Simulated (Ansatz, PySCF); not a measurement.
BaF, doublet, geometry from GFN2-xTB (such geometries of metal compounds can be far from the true shape) (the spin is typed, not shown lowest) (core potentials on Ba), with bond 1-2 at 1.4 times its length. Base run: CASSCF(5,7)/def2-SVP (PySCF).

The PySCF input:
```python
from pyscf import gto, scf, mcscf
import numpy

mol = gto.Mole()
mol.atom = '''
    Ba    0.000000    0.000000   -1.065605
    F     0.000000    0.000000    1.704968
'''
mol.basis = 'def2-svp'
mol.ecp = {'Ba': 'def2-svp'}
mol.charge = 0
mol.spin = 1
mol.verbose = 4
mol.build()

mf = scf.ROHF(mol)
mf.kernel()
mc = mcscf.CASSCF(mf, 7, 5)
mc.fix_spin_(ss=0.75)
mc.kernel()
occ = numpy.linalg.eigvalsh(mc.fcisolver.make_rdm1(mc.ci, mc.ncas, mc.nelecas))[::-1]
ss = mc.fcisolver.spin_square(mc.ci, mc.ncas, mc.nelecas)[0]
print('natural occupations', occ.round(4), ' <S^2>', round(ss, 4))
```

Programs used: Ansatz (a program for electronic structure), PySCF; a row that names a program was run with it.

The base run was repeated with changes; each row names its change, and settings that it needs were set with it.

```
change                                  ΔE vs base (mEh)                           natural occupations  <S^2> of the state        outcome
--------------------------------------  ----------------  --------------------------------------------  ------------------  -------------
base                                               0.000            1.99 1.99 1.00 0.01 0.01 0.00 0.00                0.75      converged
conv_tol = 1e-5                                   -0.275            1.99 1.99 1.00 0.01 0.01 0.00 0.00                0.75      converged
active space = 7 electrons, 5 orbitals                 -                                             -                   -  not converged
code = ansatz                                    -48.719                                             -                   -      converged
correction = SC-NEVPT2                            -244.9            1.99 1.99 1.00 0.01 0.01 0.00 0.00                0.75      converged
fix_spin_ = off                                        -                                             -                   -  not converged
active space = 5 electrons, 4 orbitals            17.506                           2.00 2.00 1.00 0.00                0.75      converged
solver = newton                                    6.164            1.99 1.99 1.00 0.01 0.00 0.00 0.00                0.75      converged
orbitals = fixed (CASCI)                          17.466            2.00 2.00 1.00 0.00 0.00 0.00 0.00                0.75      converged
active space = 7 electrons, 6 orbitals           -29.826                 2.00 1.98 1.98 1.00 0.02 0.02                0.75      converged
active space = 7 electrons, 9 orbitals           -94.292  1.98 1.98 1.98 1.00 0.02 0.02 0.02 0.00 0.00                0.75      converged
```

Active orbitals are taken around the Fermi level unless the row says otherwise; CASSCF can end in different local minima, and two programs can end on different orbitals. State-averaged rows give the lowest state.

Open shells are given as the SCF converged; they aren't shown to be the lowest states, and a large step between rows can be another state.
